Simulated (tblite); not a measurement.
C₈H₁₈BN.
Cartesian coordinates in Å at the GFN2-xTB level; atoms count from 1:
```
atom  x, y, z in Å
C1     2.5931   -0.1216    1.5680
N2     1.5536   -0.0014    0.5528
C3     1.9398    1.0401   -0.3942
B4     0.0667    0.3207    1.2022
C5    -0.9267   -0.3827    0.0931
C6    -1.8052    0.5715   -0.6824
C7    -3.1644    0.9353   -0.1724
C8    -3.0311    0.0762   -1.3946
C9     0.0006   -1.1663   -0.8623
C10    1.3403   -1.2752   -0.1460
H11    2.3215   -0.8949    2.2826
H12    3.5580   -0.3706    1.1163
H13    2.6808    0.8211    2.1046
H14    1.1494    1.1844   -1.1232
H15    2.8669    0.7732   -0.9109
H16    2.0857    1.9765    0.1392
H17   -0.0342    1.5004    1.3062
H18    0.0399   -0.2388    2.2543
H19   -1.5925   -1.0961    0.5865
H20   -1.2622    1.3697   -1.1786
H21   -3.5110    1.9512   -0.2913
H22   -3.5003    0.4696    0.7410
H23   -3.2830   -0.9703   -1.3058
H24   -3.2892    0.5019   -2.3537
H25    0.1125   -0.6331   -1.8087
H26   -0.3830   -2.1591   -1.0997
H27    2.1761   -1.4998   -0.8194
H28    1.2768   -2.0588    0.6107
```

Computed values, GFN2-xTB/tblite, gas phase, harmonic and unscaled. Against measured fundamentals such values can be off by several per cent, at times by over 20. Modes of hydrogen on boron can be 10 to 20 % off. One conformer, not necessarily the lowest.

Harmonic wavenumbers (cm⁻¹): 47.1, 55.8, 149.8, 195.2, 232.5, 259.0, 269.0, 290.1, 321.9, 360.5, 421.9, 435.7, 455.8, 549.7, 568.0, 654.8, 756.3, 806.8, 816.8, 851.9, 876.7, 917.7, 933.4, 966.0, 983.2, 986.0, 1015.9, 1027.5, 1029.9, 1052.7, 1063.7, 1074.3, 1083.6, 1085.6, 1097.0, 1111.5, 1134.1, 1159.7, 1166.7, 1186.9, 1223.3, 1241.6, 1256.1, 1258.3, 1267.1, 1269.2, 1289.7, 1311.4, 1337.8, 1403.8, 1407.5, 1423.8, 1445.5, 1460.9, 1474.4, 1477.3, 1481.2, 1493.6, 1495.3, 1515.2, 2443.5, 2480.6, 2912.2, 2947.7, 2949.7, 2954.0, 2964.4, 2989.6, 2993.1, 3008.7, 3032.7, 3040.9, 3043.3, 3071.3, 3072.9, 3078.9, 3086.7, 3103.8.

A = 2906, B = 751.1, C = 712.2 MHz; mass 139.153 u (most abundant isotopes); point group C1, symmetry number 1.

What is the zero-point energy?

½Σν̃ = 55079 cm⁻¹ = 157.48 kcal/mol.

What is S at 200 K and 1 bar for an ideal gas of classical rigid rotors and harmonic oscillators?

Translation 38.75, rotation 28.52, vibration 18.62: S = 85.9 cal/(mol K).

And Cp and H(200 K) − H(0)?

Cp = 30.52 cal/(mol K), of which vibrations give 22.57 (their classical limit is 78 R = 155.0); H(200 K) − H(0) = 3.68 kcal/mol without the zero-point energy, 2.09 from vibrations.

Which modes carry the vibrational entropy at 200 K?

47.1 cm⁻¹: 4.15; 55.8 cm⁻¹: 3.81; 149.8 cm⁻¹: 1.93; 195.2 cm⁻¹: 1.47; 232.5 cm⁻¹: 1.18; 259.0 cm⁻¹: 1.02 cal/(mol K); the other 72 give 5.07 together.

How do the functions run with temperature in this model?

```csv
T (K),S (cal/(mol K)),Cp (cal/(mol K)),H − H(0) (kcal/mol),G − H(0) (kcal/mol),ln q(vib)
50,59.3,12.3,0.49,-2.47,0.54
100,69.5,18.2,1.25,-5.70,1.61
298.15,100.7,44.8,7.36,-22.65,6.78
373.15,112.0,56.7,11.17,-30.62,8.95
500,131.2,74.8,19.54,-46.05,12.83
750,166.8,100.7,41.72,-83.38,20.81
1000,198.3,117.6,69.15,-129.10,28.68
```

q(vib) and H(0) count from the zero-point level.

What must be added to the electronic energy to get the Gibbs energy at 200 K and 1 bar?

ZPE + [H(200 K) − H(0)] − T·S = 157.48 + 3.68 − 17.18 = 143.98 kcal/mol.

Blend soft modes into free rotors: weight 1/[1 + (100 cm⁻¹/ν̃)⁴] for the oscillator and the rest for a rotor with moment μB/(μ + B), μ = h/(8π²ν), B = 10⁻⁴⁴ kg m². What vibrational entropy results?

17.12 cal/(mol K) in place of 18.62, which changes −T·S at 200 K by +0.30 kcal/mol.

Hindered rotation and anharmonicity are outside this model. Other conformers, if any are populated, would add a mixing term that is left out. The structure is chiral; the term R ln 2 for an equal mix with its mirror image is left out.

Time: 2.5 s wall. Hardware: one thread of an Arm Neoverse N1, no GPU, shared host. This covers the Hessian and the dipole derivatives.
